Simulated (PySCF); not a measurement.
## Ce³⁴⁺: ionisation energy

Ce³⁴⁺ [Ar] 3d6 [3d3/2^4 3d5/2^2, M_J = 4] → Ce³⁵⁺ [Ar] 3d5 [3d3/2^4 3d5/2^1, M_J = 5/2], as a difference of total energies. Calculation: PySCF 2.14, in an uncontracted even-tempered set (16 s from 6.2 bohr⁻², ratio 2.8; 12 p from 8.1 bohr⁻², ratio 2.8; 8 d from 8.1 bohr⁻², ratio 2.8; 3 f from 29 bohr⁻², ratio 3); the two-component X2C-1e Hamiltonian. Correlated levels: [Ne] frozen; the 74 highest virtual spinors dropped. "Screened" scales the spin-orbit matrix elements by Boettger's factors to mimic the two-electron term; Breit and QED terms are absent.

| method | ionisation energy (eV) |
| --- | --- |
| GHF (spin-free) | 2275.7 |
| GMP2 (spin-free) | 2276.8 |
| GHF (screened spin-orbit) | 2280.6 |
| GMP2 (screened spin-orbit) | 2281.1 |

Breit and QED terms and the two-electron picture change are absent.

The spin-free rows relax to the high-spin LS determinant and lack the spin-orbit shift.

The labels give the starting determinants; with spin-orbit coupling the two ends relaxed to ⟨J²⟩ = 20.03, ⟨L²⟩ = 9.70, ⟨S²⟩ = 4.03 and ⟨J²⟩ = 8.76, ⟨L²⟩ = 2.27, ⟨S²⟩ = 5.37.

For comparison: 2280 ± 5 eV (theoretical estimate listed by NIST; NIST Atomic Spectra Database, ionization energies).
